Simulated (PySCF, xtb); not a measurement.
CH3O3Tc, SMILES [Tc]([CH3])(=[O])(=[O])=[O], multiplicity 1.

Harmonic wavenumbers (cm⁻¹) from GFN2-xTB (xtb 6.7.1) at its own minimum, in rising order: 129, 185, 185, 242, 264, 264, 461, 787, 787, 895, 1002, 1002, 1263, 1413, 1413, 2988, 3001, 3002.

What does r2SCAN-D4/def2-SVP in PySCF 2.14.0 give at its own minimum? (The exact figures need the calculation; the answer reports its results.)

168, 209, 209, 289, 340, 340, 574, 702, 702, 1016, 1024, 1024, 1185, 1390, 1390, 3034, 3167, 3167. Paired by order, the mean absolute difference is 68 cm⁻¹ and the zero-point energies are 27.6 and 28.5 kcal/mol.
